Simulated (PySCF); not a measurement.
Vertical excitations of a molecule CH₄F₂OSi from TDA-PBE/def2-SVPD run with PySCF 2.14.0, as energy in eV (oscillator strength): 7.30 (0.001), 7.80 (0.008), 7.87 (0.005), 7.99 (0.058), 8.19 (0.003), 8.20 (0.016), 8.39 (0.017), 8.54 (0.012), 8.78 (0.038), 9.08 (0.009). Lowest triplet (TDA): 7.18 eV. Geometry optimised at r2SCAN-D4/def2-SVP. One conformer was computed; it need not be the lowest.

Problem. Which structure fits?
A) OC[SiH](F)F
B) C[Si](O)(F)F
C) O[SiH2]C(F)F
D) CO[SiH](F)F

Solution. D, CO[SiH](F)F
